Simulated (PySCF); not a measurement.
HF$_{2}$OS, charge +1, singlet, geometry from GFN2-xTB; CCSD(T)/STO-3G run with PySCF.

The PySCF input:
```python
from pyscf import gto, scf, cc

mol = gto.Mole()
mol.atom = '''
    O     1.292238   -0.536346    0.124384
    S    -0.122331   -0.085726    0.462428
    F    -0.980179   -0.706323   -0.735271
    F    -0.164806    1.398706   -0.129337
    H     1.924263   -0.569057   -0.612460
'''
mol.basis = 'sto-3g'
mol.charge = 1
mol.spin = 0
mol.verbose = 4
mol.build()

mf = scf.RHF(mol)
mf.kernel()

mycc = cc.CCSD(mf)
mycc.kernel()
et = mycc.ccsd_t()
print('E(CCSD(T)) = %.10f' % (mycc.e_tot + et))
```

Output, abridged:

```
PySCF version 2.14.0

[INPUT] verbose = 4
[INPUT] num. atoms = 5
[INPUT] num. electrons = 42
[INPUT] charge = 1
[INPUT] spin (= nelec alpha-beta = 2S) = 0
[INPUT] symmetry False subgroup None
[INPUT] Mole.unit = angstrom
[INPUT] Symbol           X                Y                Z      unit          X                Y                Z       unit  Magmom
[INPUT]  1 O      1.292238000000  -0.536346000000   0.124384000000 AA    2.441975907756  -1.013547048006   0.235051694278 Bohr   0.0
[INPUT]  2 S     -0.122331000000  -0.085726000000   0.462428000000 AA   -0.231172086544  -0.161998661754   0.873862272330 Bohr   0.0
[INPUT]  3 F     -0.980179000000  -0.706323000000  -0.735271000000 AA   -1.852269863050  -1.334757025481  -1.389460817335 Bohr   0.0
[INPUT]  4 F     -0.164806000000   1.398706000000  -0.129337000000 AA   -0.311438203685   2.643171268786  -0.244411507773 Bohr   0.0
[INPUT]  5 H      1.924263000000  -0.569057000000  -0.612460000000 AA    3.636330061634  -1.075361879267  -1.157381662251 Bohr   0.0

nuclear repulsion = 200.663681374815
number of shells = 15
number of NR pGTOs = 75
number of NR cGTOs = 25
basis = sto-3g
ecp = {}

******** <class 'pyscf.scf.hf.RHF'> ********
method = RHF
initial guess = minao
damping factor = 0
level_shift factor = 0
DIIS = <class 'pyscf.scf.diis.CDIIS'>
diis_start_cycle = 1
diis_space = 8
diis_damp = 0
SCF conv_tol = 1e-09
SCF conv_tol_grad = None
SCF max_cycles = 50
direct_scf = True
direct_scf_tol = 1e-13
Set gradient conv threshold to 3.16228e-05
Initial guess from minao.
init E= -664.090737971735
  HOMO = -0.434751937477103  LUMO = 0.0770936657988218  gap/eV = 13.92803
cycle= 1 E= -663.091053915425  delta_E=    1  |g|= 0.607  |ddm|= 3.18
  HOMO = -0.665429834910072  LUMO = -0.0690903104039123  gap/eV = 16.22723
cycle= 2 E= -663.26336081366  delta_E= -0.172  |g|= 0.169  |ddm|= 1.28
  HOMO = -0.691865108723082  LUMO = -0.0197497699087094  gap/eV = 18.28919
cycle= 3 E= -663.276048804276  delta_E= -0.0127  |g|= 0.0467  |ddm|= 0.273
  HOMO = -0.697192732301865  LUMO = -0.0092549203507058  gap/eV = 18.71974
cycle= 4 E= -663.278270498799  delta_E= -0.00222  |g|= 0.0114  |ddm|= 0.176
  HOMO = -0.692892725446387  LUMO = -0.00974392503034932  gap/eV = 18.58943
cycle= 5 E= -663.278356952794  delta_E= -8.65e-05  |g|= 0.00257  |ddm|= 0.0311
  HOMO = -0.693137329005202  LUMO = -0.00996303292858036  gap/eV = 18.59012
cycle= 6 E= -663.278363179101  delta_E= -6.23e-06  |g|= 0.000759  |ddm|= 0.00838
  HOMO = -0.693123264956631  LUMO = -0.00972133321551022  gap/eV = 18.59631
cycle= 7 E= -663.278363865523  delta_E= -6.86e-07  |g|= 0.00021  |ddm|= 0.00343
  HOMO = -0.6931014027659  LUMO = -0.00977378227172282  gap/eV = 18.59429
cycle= 8 E= -663.278363916696  delta_E= -5.12e-08  |g|= 3.75e-05  |ddm|= 0.00106
  HOMO = -0.693106988471135  LUMO = -0.00976422727372117  gap/eV = 18.59470
cycle= 9 E= -663.27836391821  delta_E= -1.51e-09  |g|= 1.15e-05  |ddm|= 0.000163
  HOMO = -0.693106272276073  LUMO = -0.00976595660433061  gap/eV = 18.59464
cycle= 10 E= -663.278363918373  delta_E= -1.64e-10  |g|= 3.43e-06  |ddm|= 4.69e-05
  HOMO = -0.693106141257498  LUMO = -0.00976590999690197  gap/eV = 18.59463
Extra cycle  E= -663.278363918382  delta_E= -8.19e-12  |g|= 1.97e-06  |ddm|= 7.76e-06
converged SCF energy = -663.278363918382

******** <class 'pyscf.cc.ccsd.CCSD'> ********
CC2 = 0
CCSD nocc = 21, nmo = 25
max_cycle = 50
direct = 0
conv_tol = 1e-07
conv_tol_normt = 1e-05
diis_space = 6
diis_start_cycle = 0
diis_start_energy_diff = 1e+09
Init t2, MP2 energy = -663.396421050879  E_corr(MP2) -0.11805713249795
Init E_corr(CCSD) = -0.11805713250019
cycle = 1  E_corr(CCSD) = -0.136508418874948  dE = -0.0184512864  norm(t1,t2) = 0.0687552
cycle = 2  E_corr(CCSD) = -0.14690000062644  dE = -0.0103915818  norm(t1,t2) = 0.0272118
cycle = 3  E_corr(CCSD) = -0.149329961688599  dE = -0.00242996106  norm(t1,t2) = 0.0148789
cycle = 4  E_corr(CCSD) = -0.152303919285098  dE = -0.0029739576  norm(t1,t2) = 0.00692096
cycle = 5  E_corr(CCSD) = -0.152097256342555  dE = 0.000206662943  norm(t1,t2) = 0.00182805
cycle = 6  E_corr(CCSD) = -0.15209769590378  dE = -4.39561225e-07  norm(t1,t2) = 0.000579295
cycle = 7  E_corr(CCSD) = -0.152114410526772  dE = -1.6714623e-05  norm(t1,t2) = 0.000235307
cycle = 8  E_corr(CCSD) = -0.152108201551843  dE = 6.20897493e-06  norm(t1,t2) = 7.96644e-05
cycle = 9  E_corr(CCSD) = -0.152108172717757  dE = 2.88340862e-08  norm(t1,t2) = 3.33085e-05
cycle = 10  E_corr(CCSD) = -0.152107486871368  dE = 6.85846388e-07  norm(t1,t2) = 1.55329e-05
cycle = 11  E_corr(CCSD) = -0.152108001909987  dE = -5.15038619e-07  norm(t1,t2) = 5.85669e-06
cycle = 12  E_corr(CCSD) = -0.152108120695987  dE = -1.18786e-07  norm(t1,t2) = 2.27355e-06
cycle = 13  E_corr(CCSD) = -0.152108043777438  dE = 7.69185488e-08  norm(t1,t2) = 1.02641e-06
CCSD converged
E(CCSD) = -663.4304719621589  E_corr = -0.1521080437774382
CCSD(T) correction = -0.00682748677411257
E(CCSD(T)) = -663.4372994489
```
